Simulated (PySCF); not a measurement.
Correlation energy of I³⁵⁺ (iodine, charge +35)

Starting occupation: [Ar]. Computed with PySCF 2.14 in an uncontracted even-tempered set (18 s from 2.2 bohr⁻², ratio 2.6; 14 p from 2.9 bohr⁻², ratio 2.6; 6 d from 3 bohr⁻², ratio 2.8; 3 f from 52 bohr⁻², ratio 2.8), with X2C-1e with screened-nucleus spin-orbit coupling, Gaussian nucleus. Frozen: [Ne]; 8 electrons correlated; the 62 highest virtual spinors left out.

MP2 pair energies summed by pair of shells (mhartree):

```json
{"pair": "3p3/2-3p3/2", "energy": "-165.72", "share (%)": "40.8"}
{"pair": "3p1/2-3p3/2", "energy": "-151.10", "share (%)": "37.2"}
{"pair": "3p1/2-3p1/2", "energy": "-39.92", "share (%)": "9.8"}
{"pair": "3p3/2-3s1/2", "energy": "-23.01", "share (%)": "5.7"}
{"pair": "3s1/2-3s1/2", "energy": "-14.19", "share (%)": "3.5"}
{"pair": "3p1/2-3s1/2", "energy": "-12.10", "share (%)": "3.0"}
```

Total MP2 correlation energy: -406.04 mhartree.

The virtual space was cut to 50 spinors, which keep -391.34 of the -406.04 mhartree of MP2 correlation.

```csv
level,correlation energy (mhartree)
CCSD,-432.35
(T),-2.51
CCSD(T),-434.86
```

Diagnostics: T1 = 0.00032, largest double amplitude 0.041.

Cost of the coupled-cluster step: roughly 14 core-seconds, for 8 occupied and 50 virtual spinors.

The coupled-cluster values are those of the cut space; adding the MP2 remainder, -14.70 mhartree, estimates the full space.

At this charge the one-electron X2C treatment keeps the bare 1/r₁₂, with no two-electron picture change or Breit term. The effect here is smaller than on the frozen 1s shell.
